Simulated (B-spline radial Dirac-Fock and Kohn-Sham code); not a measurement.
K-line shifts caused by a second vacancy in Zn²⁺

System: Zn²⁺ in the configuration [Ar] 3d9 4s1 (an excited configuration).

The computed values come from a B-spline atomic structure program: relaxed Dirac-Fock hole states (ΔSCF) with Breit and QED corrections and a finite nucleus. Each two-hole energy is an average over J within one jj subconfiguration, not an observable level; in light atoms, where LS coupling holds, the j-resolved values are not observed lines, and for a K spectator the Kα1 hypersatellite is nearly forbidden. Correlation energy is missing from these numbers.

Lines without a spectator: Kα2 (K-L2) 8614.1 eV, Kα1 (K-L3) 8637.5 eV, Kβ3 (K-M2) 9568.5 eV, Kβ1 (K-M3) 9571.6 eV. Shifts in eV with one spectator hole (a dash: not computed, or left out as unreliable):

```
spectator hole    Kα2    Kα1    Kβ3    Kβ1
    L2 (2p1/2)  +30.7  +37.6      –  +82.5
    L3 (2p3/2)  +34.2  +33.0  +79.0      –
    M2 (3p1/2)      –  +2.87  +5.90  +7.77
    M3 (3p3/2)  +2.56      –  +7.21  +6.74
```

Q: Where does the K-L3 hypersatellite lie, emitted when both K electrons are missing?

A: +322.4 eV from the normal line, at 8959.9 eV. Removing both K electrons costs 19829.4 eV, which is 430.3 eV more than twice the K binding energy. In light atoms the observed hypersatellite is the ¹S₀ → ¹P₁ component, which lies below this average, and the triplet component is nearly forbidden.

With n spectator holes in 2p, averaged over the 2p shell (energies in eV):

| n | KαLⁿ | step | hypersatellite KαʰLⁿ |
| --- | --- | --- | --- |
| 0 | 8629.7 | – | 8951.0 |
| 1 | 8664.1 | +34.4 | 8986.5 |
| 2 | 8699.5 | +35.4 | 9023.2 |
| 3 | 8736.0 | +36.5 | 9060.9 |
| 4 | 8773.6 | +37.6 | 9099.7 |
| 5 | 8812.2 | +38.7 | 9139.6 |
